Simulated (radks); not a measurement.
Values are calculated unless marked as measured or tabulated.
Ni XXV, 4 electrons, occupied as [He] 2s2.

Code: a radial shooting solver on a logarithmic mesh with Libxc functionals. Model: non-relativistic Kohn-Sham, exchange-only B88, spin-polarised, spherical densities, point nucleus.

Energy parts (hartree):
part                   energy
total              -936.80027
kinetic             936.80027
electron-nucleus  -1915.99058
Hartree              64.70681
exchange            -22.31677

Orbitals (lengths in bohr, moments of r in powers of bohr; <r^-3> diverges for s and p1/2; r(max) is where P^2 peaks; r(90%) holds 90 % of the orbital's charge):
| orbital | occ. | eigenvalue (hartree) | <r^-3> | r(max) | r(90%) |
|---|---|---|---|---|---|
| 1s | 2 | -357.4093 | - | 0.03607 | 0.0969 |
| 2s | 2 | -81.66468 | - | 0.1958 | 0.345 |

The highest occupied level is 2s at -2222.2 eV. Virial ratio -V/T = 2.00000. The density falls to 0.001 e/bohr^3 at r = 0.70 bohr. The electron density at the nucleus is 1.516e+04 e/bohr^3.
